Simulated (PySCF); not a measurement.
## Excitation energy of Se⁺ by level of theory

Se⁺ [Ar] 3d10 4s2 4p3 (4S) → Se⁺ [Ar] 3d10 4s2 4p2 5s1 (4P), as a difference of total energies. Calculation: PySCF 2.14, in aug-cc-pVQZ-PP with ECP10MDF (7s6p5d3f2g, 89 functions); a scalar-relativistic core potential. Correlated levels: valence: 3s2 3p6 3d10 frozen. The calculations carry no spin-orbit coupling.

| method | excitation energy (eV) | error (eV) |
| --- | --- | --- |
| UHF | 11.852 | -0.232 |
| MP2 (valence) | 12.058 | -0.026 |
| SCS-MP2 (valence) | 12.008 | -0.076 |
| CCSD (valence) | 11.995 | -0.089 |
| CCSD(T) (valence) | 11.999 | -0.085 |

Reference: 12.084 eV (measured; NIST levels, between the centres of gravity of the two terms).

Errors of the correlated levels include the incompleteness of this basis and the frozen core.
